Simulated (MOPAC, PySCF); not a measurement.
C$_{10}$H$_{8}$BF, SMILES `Bc1ccc2c(F)ccccc1-2`, neutral singlet in the gas phase. 

Z-matrix (Å, degrees):
```
C
C 1 1.3927
H 2 1.0932 1 114.76
C 2 1.4005 3 116.11 1 179.99
H 4 1.0933 2 115.76 3 0.07
C 4 1.3966 5 115.61 2 179.98
H 6 1.0941 4 115.52 5 -0.03
C 6 1.3976 7 114.79 4 179.99
H 8 1.0927 6 117.66 7 0.00
C 8 1.3928 9 114.35 6 -179.99
F 10 1.3416 8 114.62 9 0.03
C 10 1.3980 11 115.27 8 -179.99
C 12 1.4127 10 125.57 11 -0.03
H 13 1.0879 12 124.95 10 0.01
C 13 1.3970 14 127.18 12 179.98
H 15 1.0912 13 124.99 14 0.00
C 15 1.4247 16 123.76 13 179.99
B 17 1.5160 15 125.91 16 0.00
H 18 1.2088 17 119.80 15 -0.01
H 18 1.2096 19 118.28 17 179.99
```
Charge 0, multiplicity 1.

All levels are single points at this geometry (B3LYP-D3(BJ)/def2-SVP); Pople sets use spherical d functions. Orbital energies aren't observables, and empty levels follow the basis.

B3LYP/3-21G in PySCF gives HOMO (eV) = -5.94.

Task: Estimate the HOMO (eV) from each of these levels: TPSSh-D3(BJ)/def2-TZVP in PySCF; M06-2X/6-31G* in PySCF; PBE/6-31G* in PySCF; PM3 in MOPAC; PM6 in MOPAC.

Result: 
```json
[
 {"level": "TPSSh-D3(BJ)/def2-TZVP in PySCF", "HOMO (eV)": "-5.83"},
 {"level": "M06-2X/6-31G* in PySCF", "HOMO (eV)": "-6.96"},
 {"level": "PBE/6-31G* in PySCF", "HOMO (eV)": "-5.26"},
 {"level": "PM3 in MOPAC", "HOMO (eV)": "-8.65"},
 {"level": "PM6 in MOPAC", "HOMO (eV)": "-8.49"}
]
```
